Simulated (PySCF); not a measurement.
C₂H₆AlF, singlet, geometry from GFN2-xTB (such geometries of metal compounds can be far from the true shape), with bond 3-2 at 1.6 times its length. Base run: B3LYP/STO-3G in PySCF.

Geometry (Å):
```xyz
10

Al    -0.0187     0.0113    -0.0195
C      1.8287    -0.1394    -0.7416
H      2.4822    -1.7549    -0.6073
H      2.5350     0.5197    -0.2305
H      1.8429     0.1340    -1.8016
C     -0.7443    -0.5231     1.7530
H     -1.5579    -1.2471     1.6447
H     -1.1728     0.3354     2.2792
H      0.0035    -0.9685     2.4111
F     -1.1279     0.6894    -1.0511
```
Charge 0, spin multiplicity 1.
All else is at PySCF's defaults.
Base energy -416.73162 Eh.

The base run was repeated with changes; each row names its change, and settings that it needs were set with it.

| change | ΔE vs base (mEh) | SCF cycles | outcome |
|---|---|---|---|
| base | 0.000 | 10 | converged |
| conv_tol = 1e-6 | 0.000 | 8 | converged |
| diis_space = 2 | 0.000 | 20 | converged |
| DIIS = EDIIS | - | 50 | not converged |
| init_guess = sap | 0.000 | 11 | converged |
| DIIS = ADIIS | 0.000 | 16 | converged |
| solver = newton | 0.000 | - | converged |
| diis_space = 20 | 0.000 | 10 | converged |
| init_guess = atom | 0.000 | 10 | converged |
| level_shift = 0.3 (with mf.max_cycle = 100) | 0.000 | 14 | converged |
| diis_space = 4 | 0.000 | 12 | converged |
| conv_tol_grad = 1e-3 | 0.000 | 10 | converged |
| level_shift = 0.5 (with mf.max_cycle = 100) | 0.000 | 18 | converged |
